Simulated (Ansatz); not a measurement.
Two members of one family (Same ligands, another metal), computed with Ansatz in the gas phase; def2 core potentials for Nb, Ta, no spin–orbit coupling. The two geometries come from different levels. A dash marks a value that wasn't run or was left out as unsound. The structures are stationary points that may keep the symmetry of their start. Remarks come from the PBE and PBE0 runs and from stability tests at other levels; not every state was tested. HOMO above LUMO (over both spins in singlets and doublets, within one spin in higher multiplets; at PBE or PBE0), or a gap under 0.15 eV within one spin, warns that the state may not be the lowest or that an electron is smeared out.

First: [TaO2Cl2]- (singlet, charge -1, PBE-D4/def2-SVPD geometry).

Cartesian coordinates in Å:
```
Ta 0.072 -0.007 -0.071
O 0.540 1.250 -1.230
O 1.116 -1.403 -0.392
Cl -2.223 -0.633 -0.474
Cl 0.495 0.793 2.167
```

| level | HOMO (eV) | vertical IE (eV) |
| --- | --- | --- |
| PBE-D4/def2-SVPD | -2.01 | – |
| PBE-D4/def2-TZVPD | -1.90 | 5.05 |
| BLYP-D4/def2-TZVPD | -1.80 | – |
| r2SCAN-D4/def2-TZVPD | -2.19 | 5.10 |
| HSE06-D4/def2-TZVPD | -3.00 | – |

Metal–donor distances: 2 × O 1.77 Å, 2 × Cl 2.41 Å.

Second: [NbO2Cl2]- (singlet, charge -1, PBE0-D4/def2-SVPD geometry).

Cartesian coordinates in Å:
```
Nb -0.078 0.095 0.059
O -1.339 -0.177 1.206
O 0.012 1.800 -0.193
Cl -0.607 -1.010 -2.012
Cl 2.011 -0.709 0.940
```

Problem. Estimate the same table for the second.

Solution. 
```csv
level,HOMO (eV),vertical IE (eV)
PBE-D4/def2-SVPD,-2.26,–
PBE-D4/def2-TZVPD,-2.16,5.29
BLYP-D4/def2-TZVPD,-2.06,–
r2SCAN-D4/def2-TZVPD,-2.46,5.38
HSE06-D4/def2-TZVPD,-3.29,–
```

Metal–donor distances: 2 × O 1.73 Å, 2 × Cl 2.41 Å. Remarks: gap within one spin near zero at PBE or PBE0 (neutral doublet).
